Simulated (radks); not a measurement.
Results of a calculation; reference values are marked as such.
Question: W III, configuration [Xe] 4f14 5d3.75 6s0.25 (fractional occupations, a model configuration). Level of theory: Dirac Kohn-Sham, PBE, spin-unpolarised, spherical densities, finite nucleus; open shells fill j = l - 1/2 first; Fermi nuclear charge, rms radius 5.3658 fm (a radial shooting solver on a logarithmic mesh with Libxc functionals).

Spin-orbit splittings of the eigenvalues, e(l+1/2) - e(l-1/2), with zeta = 2 splitting/(2l+1) and mean radii in bohr:

shell  occ.  splitting (eV)  zeta (eV)  <r> j=l-1/2  <r> j=l+1/2
2p        6            1353      901.8      0.06365      0.07161
3p        6           292.5      195.0       0.1906       0.2053
3d       10           63.61      25.44       0.1797       0.1842
4p        6           67.78      45.19       0.4546       0.4878
4d       10           12.49      4.996       0.5047       0.5161
4f       14               ?          ?       0.6029       0.6126
5p        6           9.816      6.544        1.177        1.279
5d     3.75          0.8396     0.3358        1.840        1.898

Estimate the 4f splitting.

Answer: 2.238 eV (zeta = 0.6393 eV).
